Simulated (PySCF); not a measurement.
## HGaO + F₂ → GaOF + HF

Level: PBE0 in the def2-TZVP basis family, all electrons, no relativity, computed in PySCF with density fitting; open shells unrestricted.

```
species                                      state and structure       E (Eh)  ZPE (kJ/mol)  H(298 K) − H(0) (kJ/mol)  S° (J/(mol K))
   HGaO  singlet, C∞v, Ga–H 1.524 Å, Ga–O 1.639 Å; H–Ga–O 180.0°  -2000.33813          24.5                       9.9           229.7
     F₂                                singlet, D∞h, F–F 1.376 Å   -199.40856           6.6                       8.7           201.9
   GaOF  singlet, C∞v, Ga–F 1.711 Å, Ga–O 1.642 Å; F–Ga–O 180.0°  -2099.57144          12.2                      12.2           255.1
     HF                                singlet, C∞v, H–F 0.920 Å   -100.39188          24.9                       8.7           173.6
```

Question: What is the electronic reaction energy?

Answer: At PBE0/def2-TZVP, ΔE = -568.8 kJ/mol from the differences of the total energies times 2625.5, downhill. 

Question: Add zero-point, thermal and entropy terms for 298.15 K and 1 bar.

Answer: ΔZPE = 6.0 and Δ[H(298) − H(0)] = 2.3 kJ/mol give ΔH° = -560.5 kJ/mol. ΔS° = -2.9 J/(mol K), so ΔG° = -560.5 − 298.15 × (-0.0029) = -560 kJ/mol.

The structures come from searches over a few start shapes, so lower isomers are not excluded.
